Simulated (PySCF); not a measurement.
TDDFT excited states: C5H4BrN

Species: 2-bromopyridine, C5H4BrN.
Numbering: `[Br:1][c:2]1[cH:3][cH:4][cH:5][cH:6][n:7]1` (hydrogens: H8 on C3; H9 on C4; H10 on C5; H11 on C6)

Geometry (PBE0-D3(BJ)/def2-SVP, Å), atoms numbered from 1 in this order:
```xyz
11
C5H4BrN angstrom
Br     3.025   -1.470   -0.179
C      1.306   -0.670   -0.101
C      1.223    0.726   -0.090
C     -0.048    1.285   -0.033
C     -1.160    0.444    0.012
C     -0.943   -0.931   -0.004
N      0.272   -1.476   -0.059
H      2.124    1.339   -0.127
H     -0.168    2.371   -0.022
H     -2.174    0.845    0.058
H     -1.786   -1.630    0.030
```

Computed, not measured: TDDFT B3LYP/def2-SVPD, vertical, gas phase, core orbitals frozen in the response (PySCF). Relativistic effects, spin–orbit coupling among them, are left out although an element past zinc is present.

**Question.** List the vertical singlet excitations with oscillator strengths and describe the spectrum.

**Answer.** 

```json
{"state": "S1", "E (eV)": "4.95", "λ (nm)": "250.5", "ν̃ (cm⁻¹)": "39920", "f": "0.0028", "|μ| (D)": "0.39", "symmetry": "A″", "main configurations (H = HOMO, L = LUMO)": "H-1→L (96%)"}
{"state": "S2", "E (eV)": "5.04", "λ (nm)": "246.2", "ν̃ (cm⁻¹)": "40610", "f": "0.047", "|μ| (D)": "1.58", "symmetry": "A′", "main configurations (H = HOMO, L = LUMO)": "H→L (88%), H-3→L+1 (9%)"}
{"state": "S3", "E (eV)": "5.17", "λ (nm)": "239.7", "ν̃ (cm⁻¹)": "41730", "f": "0.0002", "|μ| (D)": "0.11", "symmetry": "–", "main configurations (H = HOMO, L = LUMO)": "H-1→L+1 (96%)"}
{"state": "S4", "E (eV)": "5.60", "λ (nm)": "221.5", "ν̃ (cm⁻¹)": "45140", "f": "0.150", "|μ| (D)": "2.66", "symmetry": "A′", "main configurations (H = HOMO, L = LUMO)": "H→L+1 (88%)"}
{"state": "S5", "E (eV)": "5.70", "λ (nm)": "217.6", "ν̃ (cm⁻¹)": "45960", "f": "0.0008", "|μ| (D)": "0.19", "symmetry": "–", "main configurations (H = HOMO, L = LUMO)": "H-2→L (89%)"}
{"state": "S6", "E (eV)": "5.84", "λ (nm)": "212.1", "ν̃ (cm⁻¹)": "47140", "f": "0.0001", "|μ| (D)": "0.06", "symmetry": "–", "main configurations (H = HOMO, L = LUMO)": "H→L+2 (95%)"}
{"state": "S7", "E (eV)": "5.93", "λ (nm)": "209.1", "ν̃ (cm⁻¹)": "47820", "f": "0.0003", "|μ| (D)": "0.11", "symmetry": "–", "main configurations (H = HOMO, L = LUMO)": "H-2→L+1 (88%)"}
{"state": "S8", "E (eV)": "6.33", "λ (nm)": "195.9", "ν̃ (cm⁻¹)": "51050", "f": "0.025", "|μ| (D)": "1.01", "symmetry": "A′", "main configurations (H = HOMO, L = LUMO)": "H-1→L+2 (39%), H-3→L+1 (21%), H-4→L (20%)"}
{"state": "S9", "E (eV)": "6.51", "λ (nm)": "190.5", "ν̃ (cm⁻¹)": "52500", "f": "0.027", "|μ| (D)": "1.04", "symmetry": "A′", "main configurations (H = HOMO, L = LUMO)": "H-1→L+2 (35%), H-4→L (23%), H-2→L+2 (19%)"}
{"state": "S10", "E (eV)": "6.69", "λ (nm)": "185.4", "ν̃ (cm⁻¹)": "53940", "f": "0.011", "|μ| (D)": "0.65", "symmetry": "A′", "main configurations (H = HOMO, L = LUMO)": "H-2→L+2 (66%), H-1→L+2 (16%), H-3→L (8%)"}
```

Triplets (Tamm–Dancoff): T1 4.09 eV, H→L+1 (77%), H-3→L (12%); T2 4.26 eV, H→L (93%); T3 4.33 eV, H-1→L (91%); T4 4.91 eV, H-3→L (78%), H→L+1 (13%).

The lowest singlet comes at 251 nm (478 kJ/mol) in the ultraviolet; it is very weak; its leading configuration is HOMO-1→LUMO (96%). The most intense listed level is S4 at 5.60 eV (222 nm, f = 0.150), 0.65 eV above S1. Löwdin shares by element: HOMO bromine 41%, carbon 39% or more (atoms not listed hold the other 20%); LUMO carbon 51% or more, nitrogen 22% (atoms not listed hold the other 27%). The oscillator strengths of these states sum to 0.264; summed over the whole spectrum of an exact calculation they would give the number of electrons, 76 (Thomas–Reiche–Kuhn). Orbital energies (eV): HOMO-3 -8.49, HOMO-2 -8.07, HOMO-1 -7.68, HOMO -7.22, LUMO -1.46, LUMO+1 -1.17, LUMO+2 -0.28. Of the 10 states listed, 5 reach f = 0.01 and 3 stay under 0.0005. All these states lie below the vertical ionisation energy of 9.28 eV (ΔSCF). Symmetry labels in Cs follow from the direction of the transition dipole and are given only for states with f of 0.002 or more. The window holds the lowest 10 singlets.

The run took 2.1 min of wall time on an x86-64 server with one thread, no GPU, on a shared host.
